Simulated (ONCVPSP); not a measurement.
# Before and after: ONCV potential for oxygen (O)

- Element: O (Z = 8)
- Generator: ONCVPSP 4.0.1
- Type: optimised norm-conserving Vanderbilt (ONCV)
- Functional: PBE
- Relativity: scalar-relativistic
- Frozen core: [He]
- Valence charge: 6
- Reference configuration: 2s1 2p5
- Partial waves: 2s: rc 0.85 bohr, ncon 4, nbas 7, qcut 8.8 1/bohr, local; 2p: rc 1.90 bohr, ncon 4, nbas 8, qcut 5.7 1/bohr, 2 projectors, debl 2.9 Ha
- Local potential: the s channel
- Core correction: polynomial model core, fcfact 0.7

All-electron outer shells of the reference configuration (PBE, scalar-relativistic, ld1.x):

| shell | level (eV) | outermost node (bohr) | outermost maximum (bohr) |
| --- | --- | --- | --- |
| 1s | -515.42 | – | 0.13 |
| 2s | -24.42 | 0.28 | 0.87 |
| 2p | -9.45 | – | 0.82 |

Change: s: qcut 9.7; p: qcut 6.3.

Cutoffs: the cutoffs (Ha) at which the residual kinetic energy of the hardest occupied pseudo-wave falls to 1 and 0.1 mHa per electron; they do not see the model core or the augmentation charge, which bear on the density cutoff. Errors are all-electron minus pseudo energies relative to the spin-unpolarised reference configuration.

**Question.** How do hardness, ghosts and transferability respond?

**Answer.** The potential gets neither clearly harder nor softer (39 Ha and 136 Ha → 41 Ha and 75 Ha); of the 4 tests that both files solve, the error grows in 0 and shrinks in 2 by more than 15 % and 0.3 meV (median size 175.1 → 150.8 meV); neither file shows a bound ghost.

| quantity | base | changed |
| --- | --- | --- |
| cutoff, loose | 39 Ha | 41 Ha |
| cutoff, tight | 136 Ha | 75 Ha |
| loose cutoff by channel | s 39 Ha, p 15 Ha | s 41 Ha, p 16 Ha |
| bound ghosts | none | none |
| GHOST(+) flags under 300 eV | none | none |
| error for 2s2 2p4, meV [ΔE -14.95 eV] | -29 | -19 |
| error for 2s2 2p3, meV [ΔE 1.48 eV] | +321 | +283 |
| error for 2s2 2p2, meV [ΔE 35.07 eV] | +1508 | +1301 |
| error for 2s0 2p6, meV [ΔE 14.99 eV] | -29 | -18 |
| s: phases at 0.86 bohr within 0.05 rad from the reference energy up to (Ha; the scan ends near 5) | to the end of the scan | to the end of the scan |
| p: phases at 1.92 bohr within 0.05 rad from the reference energy up to (Ha; the scan ends near 5) | to the end of the scan | to the end of the scan |
| rms error of d²Exc/dni dnj with the model core, mHa | 1.41 | 1.46 |
